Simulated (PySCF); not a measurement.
This PySCF input asks for the NMR shieldings of SMILES O=C[C@@H]1OC[C@@H](F)[Si@@H]1F, C₄H₆F₂O₂Si; the geometry comes from GFN2-xTB.

```python
import basis_set_exchange as bse
import numpy as np
from pyscf import gto, dft
from pyscf.prop import nmr

atoms = """
O     3.193817    0.156474    0.788322
C     2.344342   -0.082316   -0.025897
C     0.940856   -0.445536    0.302140
O     0.284354   -1.007081   -0.826057
C    -1.112126   -1.020395   -0.654887
C    -1.603137    0.379732   -0.244549
F    -2.738742    0.267014    0.536550
Si   -0.106344    1.126732    0.707051
F     0.426702    2.384908   -0.142857
H     2.529833   -0.019445   -1.111933
H     0.926904   -1.146684    1.148168
H    -1.531678   -1.356368   -1.603609
H    -1.402880   -1.726461    0.137389
H    -1.900309    0.971239   -1.116833
H    -0.256006    1.526177    2.085089
"""
names = dict.fromkeys(["O", "C", "F", "Si", "H"], "pcSseg-1")
basis = {el: gto.basis.parse(bse.get_basis(n, elements=[el], fmt="nwchem")) for el, n in names.items()}
mol = gto.M(atom=atoms, basis=basis, charge=0, verbose=0)
mf = dft.RKS(mol, xc="PBE0")
mf.grids.level = 2
mf.grids.alignment = dft.numint.BLKSIZE   # the property module wants whole blocks of grid points
mf.conv_tol = 1e-9
mf.kernel()

calc = nmr.RKS(mf)   # GIAO
C = mf.mo_coeff
Co = C[:, mf.mo_occ > 0]
resp = mf.gen_response(singlet=True, hermi=2)
def vind(x):   # induced exchange potential for any number of trial vectors
    d = np.einsum("pi,xij,qj->xpq", C, 2 * x.reshape(-1, C.shape[1], Co.shape[1]), Co, optimize=True)
    return np.einsum("xpq,pi,qj->xij", resp(d - d.transpose(0, 2, 1)), C, Co, optimize=True).ravel()
mo1, _ = nmr.rhf.solve_mo1(calc, with_cphf=vind)
sigma = calc.kernel(mo1)
for i, s in enumerate(sigma):   # ppm
    print("%2d %-2s %9.2f" % (i, mol.atom_pure_symbol(i), np.trace(s) / 3))
```

Problem. Give the expected output.

Solution. 
```
 0 O    -342.24
 1 C     -19.46
 2 C      99.75
 3 O     292.81
 4 C     110.89
 5 C      93.83
 6 F     446.60
 7 Si    322.80
 8 F     389.69
 9 H      21.59
10 H      27.70
11 H      26.75
12 H      28.00
13 H      26.13
14 H      26.10
```

These numbers come from an equivalent density-fitted implementation of the same equations, which agrees with the script to about 0.01 ppm for H and up to a few tenths of a ppm for heavy atoms, so last digits may differ.

Problem. Turn these shieldings into chemical shifts. References, each an isolated molecule treated in the same way: 17O (σref 336.08) vs H2O; 13C (σref 186.93), 29Si (σref 349.16), 1H (σref 31.72) vs TMS; CFCl3 for 19F (σref 170.95).

Solution. Averaging equivalent atoms: O 0: 678.3; O 3: 43.3; C 1: 206.4; C 5: 93.1; C 2: 87.2; C 4: 76.0; F 8: -218.7; F 6: -275.7; Si 7: 26.4; H 9: 10.13; H 14: 5.62; H 13: 5.59; H 11: 4.96; H 10: 4.02; H 12: 3.72 ppm. Unscaled 19F shifts against computed CFCl3 carry errors that often reach 10 to 50 ppm. Unscaled 17O shifts of doubly bonded oxygen tend to come out too high, by tens of ppm or more. Experimental scales use liquid or dissolved standards, which lie at an offset from isolated H2O (liquid H2O: subtract about 36 ppm).

Size and cost of the density-fitted run: 190 basis functions, 69 s wall time on 1 thread of an Arm Neoverse N1, shared host; peak memory 0.84 GiB.
